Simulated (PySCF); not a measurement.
Zn(SH)(SMe) (CH4S2Zn), SMILES [S]([Zn][SH])C.

The structure is a stationary point at PBE0-D3(BJ)/def2-SVP. The values are those of a single conformer.

The numbers are results of PySCF with PBE0/def2-TZVP, not measurements.

Gas-phase values at a fixed geometry.

```
Property                                                                                                        Result
---------------------------------------------------------------------------------------------  -----------------------
total energy                                                                                       -2615.82170 hartree
highest occupied level                                                                                        -6.89 eV
lowest empty level                                                                                            -0.92 eV
orbital gap                                                                                                    5.97 eV
dipole moment                                                                                                   1.61 D
quadrupole, principal values (traceless, Buckingham form, about the centre of nuclear charge)   -10.68, 3.59, 7.08 D·Å
mean static polarisability                                                                       77.5 bohr³ (11.49 Å³)
polarisability, principal values                                                               57.8, 65.2, 109.5 bohr³
```
